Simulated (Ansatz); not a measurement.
Ansatz (an electronic-structure program) input (B97M-V/def2-TZVPD):

Ansatz 0.2 input:
```yaml
crystal:
  periodic: [false, false, false]
  atoms:
    - {symbol: Os, position_ang: [-0.00000000, -0.00000000, -0.12166920]}
    - {symbol: C, position_ang: [0.00000000, 0.00000000, 1.54114318]}
basis:
  gaussian:
    orbitals: def2-TZVPD
hamiltonian:
  xc: {name: B97M-V}
magnetization: {spin_polarized: true, initial_magnetization: 2}
output: {forces: true}
```

Output:

```
Functional definition: B97M-V
integrals: 0.03 GiB planned
547 factors; their error is unknown
mean field: 0.34 GiB planned
mean field evaluation 1: about -3491.0793 eV, gradient 4.6e1 eV
mean field evaluation 2: about -3407.4131 eV, gradient 1.2e2 eV
mean field evaluation 4: about -3498.6504 eV, gradient 2.1e1 eV
mean field evaluation 8: about -3500.4688 eV, gradient 1.5e-1 eV
mean field evaluation 16: about -3500.4629 eV, gradient 5.9e-5 eV
mean field evaluation 32: about -3500.3759 eV, gradient 2.5e0 eV
mean field -3500.46294709 eV, -128.6396406064 hartree, gradient 5.9e-6 eV, S^2 2.041999; 4 other end points of the search recorded, 0 dependent functions left out
the calculation of the forces begins
reference -3500.46299736 eV, -128.6396424539 hartree; 12, 10 occupied and 68, 70 virtual orbitals, 547 factors
Total energy: -3500.46299736 eV, -128.6396424539 hartree
Atom 0 at    -0.000000    -0.000000    -0.121669 Å, force     0.000000     0.000000     0.020659 eV/Å
Atom 1 at     0.000000     0.000000     1.541143 Å, force     0.000000    -0.000000    -0.020659 eV/Å
Dipole moment:    -0.000000    -0.000000    -0.606389 e Å
```

The spin state was set by rule; other spins were not relaxed.
